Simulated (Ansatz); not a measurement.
**Swapping F for Cl on Sn: the atomisation energy**

On one Sn centre that keeps SiH3, n of the F ligands are replaced by Cl. The atomisation energy (no zero-point term) y in kJ/mol at CCSD(T)/def2-TZVPP. Shapes, held fixed at every level: PBE0-D4/def2-TZVP. Programs: Ansatz 0.2.0.

| molecule | n | y (kJ/mol) |
| --- | --- | --- |
| Sn(SiH3)F3 | 0 | 2444 |
| Sn(SiH3)ClF2 | 1 | ? |
| Sn(SiH3)Cl2F | 2 | 2232 |
| SiH3(SnCl3) | 3 | 2127 |

Q: Fit y = c + s·n to the known rows and predict Sn(SiH3)ClF2.

A: 
1. Means of the 3 rows: n = 1.66667, y = 2267.7.
2. Σ(Δn)² = 4.6667, Σ(Δn·Δy) = -493.33, so the slope is -493.33/4.6667 = -105.71.
3. Intercept: 2267.7 − (-105.71) × 1.66667 = 2443.9. The largest residual of the fit is 0.5.
4. Sn(SiH3)ClF2: 2443.9 + (-105.71) × 1 = 2338 kJ/mol.

The run gave 2338 kJ/mol, so the prediction is off by 0 kJ/mol: they agree to the digits shown. The steps are nearly additive. The slope is the difference between a Sn–Cl and a Sn–F bond. Other levels give for Sn(SiH3)ClF2: B2PLYP/def2-TZVPP 2361; MP2/def2-SVP 2250; MP2/def2-TZVPP 2385 kJ/mol. Spin-orbit coupling of the free atoms (F 2, Cl 4 kJ/mol each; the atoms kept shift only the intercept) is left out. For atoms past krypton def2 sets carry core potentials with scalar relativity. Correlated rows may include outer-core shells of Sn, which these sets cover unevenly.
